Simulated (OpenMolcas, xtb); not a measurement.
**CH4AlO2 (SMILES C[O][Al][OH]): the energy, rung by rung**

CH4AlO2: 8 atoms, total charge 0, spin state doublet. As SMILES, `C[O][Al][OH]`. Geometry: relaxed at PBE0-D4/def2-TZVP. This is one conformer, not always the lowest.

```xyz
8

C     0.2927    1.3659   -0.6699
O    -0.0358    0.2825    0.1443
Al   -0.0626   -1.3996    0.0930
O    -0.6019   -2.1919    1.4979
H     0.6612    1.0583   -1.6559
H    -0.5854    2.0024   -0.8208
H     1.0700    1.9715   -0.1925
H    -0.6463   -3.1460    1.5482
```

Quantity: the energy change with the C1–O2 bond stretched from 1.394 to 3.068 Å, in eV. The values are calculated.

```csv
level,kind,program,value (eV),CPU time (all runs)
GFN-FF,force field,xtb,2.82,under 2 s
GFN2-xTB,semi-empirical,xtb,4.13,under 2 s
GFN0-xTB,semi-empirical,xtb,1.44,under 2 s
UHF/6-311+G**,Hartree–Fock,OpenMolcas,3.05,87 s
USVWN5/6-311+G**,LDA,OpenMolcas,4.35,2.3 min
U-revPBE/6-311+G**,GGA,OpenMolcas,3.57,2.9 min
UM06-L/6-311+G**,meta-GGA,OpenMolcas,3.74,4.4 min
UM06-2X/6-311+G**,hybrid meta-GGA,OpenMolcas,4.41,5.3 min
UPBE0/6-311+G**,global hybrid,OpenMolcas,4.14,3.2 min
```

The first shape isn't each level's own minimum. The values span 1.44 to 4.41 eV. Spin contamination of the reference (⟨S²⟩ at least 0.1 too high) touches UHF/6-311+G**, U-revPBE/6-311+G**, UM06-L/6-311+G**, UPBE0/6-311+G**. Times are those of the runs behind each value, whatever else they computed, on shared processors of several kinds: orders of magnitude only.
